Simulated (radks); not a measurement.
Results of a calculation; reference values are marked as such.
Q: These are the eigenvalues of the occupied orbitals of an atom or ion with whole-number occupations (eV). Level of theory: Dirac Kohn-Sham, BLYP, spin-unpolarised, spherical densities, point nucleus (a radial shooting solver on a logarithmic mesh with Libxc functionals).

1s1/2: -15085.05
2s1/2: -2060.407
2p1/2: -1874.094
2p3/2: -1813.247
3s1/2: -349.6548
3p1/2: -282.8865
3p3/2: -273.7193
3d3/2: -156.7735
3d5/2: -155.2111
4s1/2: -78.2539
4p1/2: -61.1052
4p3/2: -59.9190

Which element is it, and in what charge state? The configuration may be excited. Open shells, if any, fill j = l - 1/2 first.

A: Z = 37, rubidium, charge +4: Rb4+ in [Ar] 3d10 4s2 4p3. The list shows which subshells hold electrons but not how many an open one holds; the 1s level, -554.37 hartree, gives Z - s = 33.3 by -(Z - s)^2/2, which with screening and relativity narrows Z to a few neighbours, and the depths of the outer levels then fix element, charge and occupations together.
